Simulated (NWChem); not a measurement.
System: CH₆ClNSi; SMILES C[Si@H](N)Cl

The following NWChem deck was run.

```
start job
memory heap 200 mb stack 900 mb global 1100 mb
geometry units angstroms noautosym nocenter noautoz
  C     -1.368707    -1.418268     0.239744
  Si     0.052425    -0.375840    -0.391623
  N      1.550497    -1.065590     0.106389
  Cl    -0.268504     1.592306     0.305966
  H     -1.306157    -2.432155    -0.171332
  H     -1.351727    -1.490757     1.333331
  H     -2.331451    -0.984156    -0.048929
  H      0.099814    -0.252208    -1.866105
  H      2.414021    -0.705284    -0.284283
  H      1.683515    -1.324278     1.078005
end
basis spherical
  C library sto-3g
  Si library sto-3g
  N library sto-3g
  Cl library sto-3g
  H library sto-3g
end
dft
  xc hfexch
  iterations 150
end
property
  shielding
  efieldgrad
end
task dft property
```

STO-3G and 3-21G are far too small for this property and stand as cheap habits. The geometry was optimised at B3LYP/6-31G* (spherical d).

GIAO values for the isolated, static molecule; σ is the absolute isotropic shielding, δ = σ(reference) − σ with the isolated reference molecule computed at the same levels (13C: tetramethylsilane, 1H: tetramethylsilane, 29Si: tetramethylsilane).

Atoms are numbered as in the input.

**Question.** What results follow from this input? (Hartree-Fock/STO-3G, GIAO.) Quantities: δ C1 (ppm); δ Si2 (ppm); σ Cl4 (ppm); δ H5 (rotor mean) (ppm); δ H8 (ppm); δ H9 (ppm); δ H10 (ppm).

**Answer.** 
```yaml
"δ C1 (ppm)": -0.6
"δ Si2 (ppm)": 3.4
"σ Cl4 (ppm)": 1204.9
"δ H5 (rotor mean) (ppm)": 0.57
"δ H8 (ppm)": 2.92
"δ H9 (ppm)": -0.64
"δ H10 (ppm)": -0.75
```
